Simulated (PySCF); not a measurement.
Isomers of C5H14Si3, one conformer each; single-point electronic energies without zero-point terms and without any empirical dispersion term.

Level: PBE0/pcSseg-1 in PySCF, non-relativistic, each on one gas-phase PBE0-D3(BJ)/def2-SVP geometry that isn't relaxed in the solvent. The solvent is an IEF-PCM continuum (van der Waals radii × 1.2). Specific hydrogen bonds and non-electrostatic terms are outside this model.

| isomer | relative energy, gas (kJ/mol) | dipole (D) |
| --- | --- | --- |
| `C=C[SiH]1C[SiH2]C[SiH2]C1` | 0.0 | 1.47 |
| `C=CC1[SiH2]C[SiH2]C[SiH2]1` | 35.1 | 0.73 |
| `CC#C[SiH2][C@@H]([SiH3])[SiH2]C` | 164.9 | 2.76 |
| `C=CC(=C)C[SiH2][SiH2][SiH3]` | 198.4 | 0.93 |
| `C=C[Si]([SiH3])([SiH3])C1CC1` | 215.2 | 1.28 |

Q: How do the relative energies look in tetrahydrofuran (ε = 7.426)?

A: 
| isomer | relative energy, solvent (kJ/mol) | E(solvent) − E(gas) (kJ/mol) | dipole in solvent (D) |
| --- | --- | --- | --- |
| `C=C[SiH]1C[SiH2]C[SiH2]C1` | 0.0 | -8.7 | 1.97 |
| `C=CC1[SiH2]C[SiH2]C[SiH2]1` | 34.5 | -9.3 | 1.00 |
| `CC#C[SiH2][C@@H]([SiH3])[SiH2]C` | 162.8 | -10.9 | 3.38 |
| `C=CC(=C)C[SiH2][SiH2][SiH3]` | 199.3 | -7.9 | 1.13 |
| `C=C[Si]([SiH3])([SiH3])C1CC1` | 217.1 | -6.8 | 1.53 |

The order is unchanged. Conformers: `[CH2:1]=[CH:2][SiH:3]1[CH2:4][SiH2:5][CH2:6][SiH2:7][CH2:8]1` with C1–C2–Si3–C4 1°, C2–Si3–C4–Si5 -177°, Si3–C4–Si5–C6 55°, C4–Si5–C6–Si7 -55°, Si5–C6–Si7–C8 54°; `[CH2:1]=[CH:2][CH:3]1[SiH2:4][CH2:5][SiH2:6][CH2:7][SiH2:8]1` with C1–C2–C3–Si4 120°, C2–C3–Si4–C5 65°, C3–Si4–C5–Si6 57°, Si4–C5–Si6–C7 -53°, C5–Si6–C7–Si8 53°; `[CH3:1][C:2]#[C:3][SiH2:4][C@@H:5]([SiH3:6])[SiH2:7][CH3:8]` with C3–Si4–C5–Si6 166°, Si4–C5–Si7–C8 63°; `[CH2:1]=[CH:2][C:3](=[CH2:4])[CH2:5][SiH2:6][SiH2:7][SiH3:8]` with C1–C2–C3–C4 178°, C2–C3–C5–Si6 75°, C3–C5–Si6–Si7 33°, C5–Si6–Si7–Si8 -73°; `[CH2:1]=[CH:2][Si:3]([SiH3:4])([SiH3:5])[CH:6]1[CH2:7][CH2:8]1` with C1–C2–Si3–Si4 -9°, C2–Si3–C6–C7 -160°. `CC#C[SiH2][C@@H]([SiH3])[SiH2]C` gains most from the continuum, and it has the largest gas-phase dipole. The gains span 4.1 kJ/mol, the gas-phase energies 215.2 kJ/mol.
